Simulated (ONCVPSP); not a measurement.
## Plane-wave convergence, ONCV potential for Ce

```
Element                 : cerium
Generator               : ONCVPSP 4.0.1
Type                    : optimised norm-conserving Vanderbilt (ONCV)
Functional              : LDA (Perdew-Wang 92)
Relativity              : fully relativistic
Frozen core             : [Kr] 4d10
Valence charge          : 12
Reference configuration : 4f1 5s2 5p6 5d1 (charge +2)
Partial waves           : 5s: rc 2.15 bohr, ncon 4, nbas 8, qcut 5.9 1/bohr, 1 projector; 5p: rc 2.50 bohr, ncon 4, nbas 9, qcut 5.1 1/bohr, 2 projectors, debl 2.2 Ha; 5d: rc 3.10 bohr, ncon 3, nbas 8, qcut 4.6 1/bohr, 2 projectors, debl 4 Ha; 4f: rc 1.70 bohr, ncon 4, nbas 8, qcut 12.2 1/bohr, 1 projector
Local potential         : polynomial inside 1.50 bohr (lpopt 5, dvloc0 4 Ha)
Core correction         : Teter function, fcfact 4.25, rcfact 1.3
```

Open shells are filled in proportion to 2j + 1.

Question: For each optimised wave give the share of its norm inside rc, the residual kinetic energy above qcut (Ha) and the cutoffs (Ha) for errors of 10, 1, 0.1 and 0.01 mHa per electron.

Answer:

```json
{"wave": "5s", "norm inside rc": "0.896", "residual KE": "1.2e-06", "10 mHa": "9.2", "1 mHa": "12.0", "0.1 mHa": "14.1", "0.01 mHa": "16.0"}
{"wave": "5p j=3/2", "norm inside rc": "0.883", "residual KE": "2.2e-06", "10 mHa": "3.7", "1 mHa": "5.6", "0.1 mHa": "9.8", "0.01 mHa": "11.7"}
{"wave": "p projector 2 j=3/2", "norm inside rc": "0.147", "residual KE": "3.9e-05", "10 mHa": "4.3", "1 mHa": "8.3", "0.1 mHa": "11.7", "0.01 mHa": "26.0"}
{"wave": "5p j=1/2", "norm inside rc": "0.910", "residual KE": "1.5e-06", "10 mHa": "4.2", "1 mHa": "5.4", "0.1 mHa": "8.3", "0.01 mHa": "11.2"}
{"wave": "p projector 2 j=1/2", "norm inside rc": "0.163", "residual KE": "3.6e-05", "10 mHa": "4.5", "1 mHa": "5.9", "0.1 mHa": "11.5", "0.01 mHa": "26.3"}
{"wave": "5d j=5/2", "norm inside rc": "0.752", "residual KE": "1.0e-07", "10 mHa": "4.6", "1 mHa": "6.2", "0.1 mHa": "7.6", "0.01 mHa": "8.7"}
{"wave": "d projector 2 j=5/2", "norm inside rc": "0.135", "residual KE": "1.0e-04", "10 mHa": "7.0", "1 mHa": "7.9", "0.1 mHa": "10.6", "0.01 mHa": "33.6"}
{"wave": "5d j=3/2", "norm inside rc": "0.764", "residual KE": "1.4e-07", "10 mHa": "4.7", "1 mHa": "6.3", "0.1 mHa": "7.7", "0.01 mHa": "8.7"}
{"wave": "d projector 2 j=3/2", "norm inside rc": "0.137", "residual KE": "1.1e-04", "10 mHa": "7.1", "1 mHa": "8.1", "0.1 mHa": "11.7", "0.01 mHa": "34.2"}
{"wave": "4f j=7/2", "norm inside rc": "0.865", "residual KE": "1.4e-08", "10 mHa": "45.2", "1 mHa": "52.6", "0.1 mHa": "58.9", "0.01 mHa": "63.7"}
{"wave": "4f j=5/2", "norm inside rc": "0.870", "residual KE": "1.4e-08", "10 mHa": "45.2", "1 mHa": "52.7", "0.1 mHa": "58.9", "0.01 mHa": "63.8"}
```

The occupied waves need 53 Ha and 59 Ha for 1 and 0.1 mHa. Its largest configuration-test error is +386 meV.
